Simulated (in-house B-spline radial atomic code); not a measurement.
## Ionising Sc VII (Sc6+) with different functionals

Computed with an all-electron radial atomic-structure program (B-spline basis): scalar-relativistic (spin-free X2C) Hamiltonian, Fermi nucleus of rms radius 3.5459 fm, spin-polarised at highest spin, spherical fractional occupations for the functionals, the average over the highest-spin determinants for Hartree-Fock. The ionisation energy is the difference of two self-consistent energies, [Ne] 3s2 3p3 → [Ne] 3s2 3p2, without Breit or QED terms; ε is the level of the shell that loses the electron (its least bound occupied spin orbital).

Hybrids are left out here: with spherical fractional occupations of an open shell their exact exchange keeps a self-interaction that integer-occupation calculations don't have.

```
           method          rung  ΔSCF (eV)  -ε(3p) (eV)
     Hartree-Fock  Hartree-Fock     136.39       136.94
         LDA VWN5           LDA     136.84       126.25
         LDA PW92           LDA     136.83       126.24
LDA exchange-only           LDA     135.41       124.86
              PBE           GGA     136.98       126.42
           PBEsol           GGA     136.85       126.28
             BLYP           GGA     136.76       126.14
             RPBE           GGA     136.99       126.44
             PW91           GGA     137.09       126.52
             BP86           GGA     137.00       126.42
             AM05           GGA     136.78       126.20
             OLYP           GGA     137.38       126.79
             TPSS      meta-GGA     137.28       126.77
             SCAN      meta-GGA     137.89       127.54
           r2SCAN      meta-GGA     137.84       127.50
          revTPSS      meta-GGA     137.18       126.68
```

(1) How do they compare with the NIST value?

## Answers

(1) NIST lists 138.0 eV ± 0.25 (semi-empirical, ground level to ground level). Errors run from -2.58 to -0.10 eV; SCAN is closest (-0.10 eV), though others lie within the uncertainty of it, and part of that can be cancellation, since the calculations leave out spin-orbit coupling, Breit-QED terms, multiplet and fine-structure energies. Hartree-Fock also lacks correlation.
